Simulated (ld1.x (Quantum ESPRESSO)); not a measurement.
# aluminium: RRKJ pseudisation with PBE, scalar-relativistic reference atom.

* Element: Al
* Generator: ld1.x (Quantum ESPRESSO) 7.5
* Type: norm-conserving RRKJ (Kleinman–Bylander form)
* Functional: PBE
* Relativity: scalar-relativistic
* Frozen core: [Ne]
* Valence charge: 3
* Reference configuration: 3s2 3p1
* Partial waves: 3s (bound): rc 1.50 bohr; 3p (bound): rc 2.20 bohr; 3d channel at 0.05 Ry: rc 1.65 bohr
* Local potential: the d channel
* Core correction: none
* rho0: 0.001

All-electron outer shells of the reference configuration (PBE, scalar-relativistic, ld1.x):

```csv
shell,level (eV),outermost node (bohr),outermost maximum (bohr)
2s,-108.17,0.16,0.50
2p,-69.64,–,0.43
3s,-7.75,0.80,2.09
3p,-2.71,0.82,2.64
```

Does this generation succeed?

No. ld1.x (Quantum ESPRESSO) 7.5 stopped with "compute_chi: n is too large": the Bessel-function wave could not be built (negative determinant in compute_phi), and the routine for χ then failed on it.
